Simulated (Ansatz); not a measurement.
The same path of Cl3HOSi + H2 (8 atoms, charge 0, multiplicity 1) was run twice with different band settings. Lost on the way: Si1–O2, H7–H8. Made: Si1–H7, O2–H8.

Level of theory: RKS B3LYP-D4/def2-SVP (Ansatz 0.2.0).

Relaxed end points:

```xyz
8
Properties=species:S:1:pos:R:3
Si -0.300 0.426 -0.262
O 0.030 -0.023 1.283
H -0.713 -0.208 1.873
Cl 1.498 0.725 -1.177
Cl -1.409 2.157 -0.304
Cl -1.358 -1.034 -1.247
H 1.631 -2.739 2.188
H 1.353 -2.073 1.944
```

```xyz
8
Properties=species:S:1:pos:R:3
Si 0.625 0.021 -0.347
O -0.253 -1.079 2.280
H -0.841 -0.334 2.468
Cl 1.463 0.736 -2.093
Cl -0.497 1.564 0.452
Cl -0.636 -1.530 -0.882
H 1.708 -0.412 0.542
H -0.839 -1.737 1.880
```

Common settings: movable images 7; climbing image yes; optimiser quadratic models (default); start path through a guess of the saddle point; force threshold 0.03 eV/Å; iteration limit 60; end points relaxed.

| run | spring |
| --- | --- |
| 1 | 5.0 eV/Å² |
| 2 | 20.0 eV/Å² |

**Question.** What does each run give, and how far can it be trusted?

**Answer.** Run 1: converged after 45 iterations, highest image 2.297 eV above the first end. Neighbouring images differ by up to 1.7 eV, so the band resolves the path poorly. A vibrational analysis at the climbing image gives one clearly imaginary mode, 1398i cm⁻¹: a first-order saddle point.
Run 2: converged after 43 iterations, highest image 2.297 eV above the first end. Neighbouring images differ by up to 1.7 eV, so the band resolves the path poorly. Another band between the same ends (7 images) ends at a top of the same energy, where a vibrational analysis finds 1 clearly imaginary mode.
The orbitals stay closed-shell, which can raise the energy where a bond breaks towards radicals; this wasn't checked here.
